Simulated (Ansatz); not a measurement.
Relaxation of (HBe-mu-Cl)2 (Be₂H₂Cl₂) with RKS PBE-D4/def2-TZVP.

```sh
$ ansatz run in.yaml --threads 2 --pin off --events-out ev --progress --plain --max-ram 4352MiB
```

```yaml
crystal:
  periodic: [false, false, false]
  atoms:
    - {symbol: Be, position_ang: [0.611790, -0.367400, -1.061810]}
    - {symbol: Be, position_ang: [-0.611030, 0.367180, 1.061790]}
    - {symbol: Cl, position_ang: [-0.222800, 1.329580, -0.587390]}
    - {symbol: Cl, position_ang: [0.222890, -1.328790, 0.587790]}
    - {symbol: H, position_ang: [1.216990, -0.737200, -2.127530]}
    - {symbol: H, position_ang: [-1.217840, 0.736630, 2.127150]}
basis:
  gaussian: {orbitals: def2-TZVP}
hamiltonian: {xc: pbe, dispersion: d4}
scf: {lower_state_search: "off"}
output: {orbitals: {seedname: orbitals}}
relax: {f_tol: 0.02, max_steps: 100}
```

Hardware: 2 threads of AMD EPYC 7R43 on a shared host. Wall time 7 s.

Positions (Å) and forces (eV/Å) at steps 1, 2, 3, 4, 5 of 5:

```xyz
6
step=1 energy=-25872.8377 eV
Be    0.612   -0.367   -1.062   -0.189    0.115    0.312
Be   -0.611    0.367    1.062    0.179   -0.102   -0.304
Cl   -0.223    1.330   -0.587   -0.197    1.198   -0.537
Cl    0.223   -1.329    0.588    0.204   -1.209    0.534
H     1.217   -0.737   -2.128    0.484   -0.291   -0.841
H    -1.218    0.737    2.127   -0.481    0.288    0.836
6
step=2 energy=-25872.9692 eV
Be    0.597   -0.361   -1.042    0.061   -0.033   -0.110
Be   -0.597    0.361    1.042   -0.065    0.041    0.114
Cl   -0.232    1.383   -0.611   -0.070    0.427   -0.193
Cl    0.232   -1.382    0.611    0.073   -0.435    0.191
H     1.226   -0.741   -2.140    0.152   -0.092   -0.265
H    -1.226    0.741    2.140   -0.151    0.091    0.263
6
step=3 energy=-25872.9855 eV
Be    0.617   -0.372   -1.077   -0.199    0.113    0.354
Be   -0.617    0.373    1.077    0.208   -0.132   -0.360
Cl   -0.237    1.416   -0.627    0.049   -0.301    0.137
Cl    0.238   -1.417    0.626   -0.054    0.315   -0.137
H     1.248   -0.754   -2.178    0.115   -0.068   -0.201
H    -1.248    0.754    2.178   -0.118    0.073    0.207
6
step=4 energy=-25872.9980 eV
Be    0.611   -0.369   -1.067   -0.014    0.008    0.025
Be   -0.611    0.369    1.067    0.014   -0.008   -0.025
Cl   -0.235    1.401   -0.619    0.004   -0.025    0.011
Cl    0.235   -1.401    0.619   -0.004    0.025   -0.011
H     1.248   -0.754   -2.179    0.024   -0.015   -0.042
H    -1.248    0.754    2.178   -0.024    0.015    0.042
6
step=5 energy=-25872.9984 eV
Be    0.613   -0.371   -1.070   -0.001    0.000    0.001
Be   -0.613    0.371    1.071    0.001    0.000   -0.001
Cl   -0.234    1.397   -0.618    0.000    0.001    0.000
Cl    0.234   -1.397    0.618    0.000   -0.001    0.000
H     1.252   -0.757   -2.185   -0.001    0.000    0.001
H    -1.252    0.757    2.185    0.001    0.000   -0.001
```

Another isomer (singlet) lies 0.28 eV lower at PBE0-D4/def2-TZVP; other spin states weren't run for this one.
